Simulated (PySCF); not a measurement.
WH₄, SMILES [WH4] (connectivity only; charge and spin as stated), neutral, multiplicity 3. Atoms are numbered in the order given.

```xyz
5

W      0.0000     0.0000     0.0000
H      0.9842     0.9842     0.9842
H     -0.9842     0.9842    -0.9842
H     -0.9842    -0.9842     0.9842
H      0.9842    -0.9842    -0.9842
```
Charge 0, spin multiplicity 3.

Geometry optimised at PBE0-D3(BJ)/def2-TZVPD. The spin state was assumed, not searched. The def2 effective core potentials stand for the cores of W; spin–orbit coupling is left out.

The numbers are results of PBE0/def2-TZVPD (PySCF), not measurements.

Mulliken values depend strongly on the basis, most of all with diffuse functions as here. ESP charges are fitted to the potential on shells at 1.4 to 2.0 van der Waals radii. Atomic charges (e):

```tsv
atom	ESP fit	Mulliken	Mulliken spin
W1	0.73	0.55	2.31
H2	-0.18	-0.14	-0.08
H3	-0.18	-0.14	-0.08
H4	-0.18	-0.14	-0.08
H5	-0.18	-0.14	-0.08
```
